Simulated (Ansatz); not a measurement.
The same path of BCl2F + H2 (6 atoms, charge 0, multiplicity 1) was run 3 times with different band settings. Lost on the way: B1–Cl2, H5–H6. Made: B1–H5, Cl2–H6.

These are results of RKS PBE-D4/def2-SVP (Ansatz), not measurements.

Relaxed end points:

```xyz
6
Properties=species:S:1:pos:R:3
B -0.024 0.530 0.104
Cl -0.005 0.930 1.812
F 1.119 0.285 -0.516
Cl -1.522 0.457 -0.804
H -0.292 -2.568 0.586
H -0.105 -2.282 1.275
```

```xyz
6
Properties=species:S:1:pos:R:3
B -0.077 -0.369 -0.581
Cl -0.023 -0.099 2.512
F 1.082 0.255 -0.727
Cl -1.564 0.509 -0.911
H -0.103 -1.553 -0.324
H -0.142 -1.391 2.488
```

Common settings: optimiser quadratic models (default); start path through a guess of the saddle point; force threshold 0.03 eV/Å; end points relaxed.

| run | movable images | climbing image | spring | iteration limit |
| --- | --- | --- | --- | --- |
| 1 | 9 | yes | 5.0 eV/Å² | 52 |
| 2 | 8 | no | 5.0 eV/Å² | 60 |
| 3 | 9 | yes | 2.0 to 10.0 eV/Å², energy-weighted | 49 |

Problem. What does each run give, and how far can it be trusted?

Solution. Run 1: converged after 45 iterations, highest image 1.328 eV above the first end. A vibrational analysis at the climbing image gives one clearly imaginary mode, 725i cm⁻¹: a first-order saddle point.
Run 2: converged after 56 iterations, highest image 1.318 eV above the first end. No image climbed, so the highest image needn't sit at the top of the path.
Run 3: converged after 44 iterations, highest image 1.328 eV above the first end. Another band between the same ends (9 images) ends at a top of the same energy, where a vibrational analysis finds 1 clearly imaginary mode.
The orbitals stay closed-shell, which can raise the energy where a bond breaks towards radicals; this wasn't checked here.
